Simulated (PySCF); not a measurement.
glyoxal (C$_{2}$H$_{2}$O$_{2}$), singlet, at a GFN2-xTB geometry. Base run: CCSD(T)/STO-3G in PySCF.

Here is a job for PySCF.
```python
from pyscf import gto, scf, cc

mol = gto.M(
    atom='''
C     0.020264    0.758340    0.007480
C    -0.020264   -0.758340   -0.007480
O     1.039602    1.385374    0.031588
H    -0.979080    1.228412   -0.005972
O    -1.039602   -1.385374   -0.031588
H     0.979080   -1.228412    0.005972
''',
    basis='sto-3g',
    charge=0,
    spin=0,
    verbose=3,
)

mf = scf.RHF(mol)
mf.kernel()

mycc = cc.CCSD(mf)
mycc.kernel()
et = mycc.ccsd_t()
print('E(CCSD(T)) = %.10f' % (mycc.e_tot + et))
```

Each row names what was changed in the base input (with any setting that the change needs).

```csv
change,ΔE vs base (kcal/mol),MP2 correlation (Eh),CC correlation without the perturbative part (Eh),basis functions
base,0.000,-0.22442,-0.26468,22
cc.diis_space = 3,0.000,-0.22442,-0.26468,22
frozen = 3,0.345,-0.22375,-0.26414,22
method = cisd,…,-,-,22
cc.direct = True,0.000,-0.22442,-0.26468,22
cc.iterative_damping = 0.8,0.000,-0.22442,-0.26468,22
density fitting = JK and correlation,-0.209,-0.22440,-0.26467,22
cc.diis_space = 10,0.000,-0.22442,-0.26468,22
frozen = 4,0.548,-0.22338,-0.26383,22
method = ccsd,…,-0.22442,-0.26468,22
```

### Question
Fill in the missing entries.

### Answer

- method = cisd, ΔE vs base (kcal/mol): 19.42
- method = ccsd, ΔE vs base (kcal/mol): 3.21
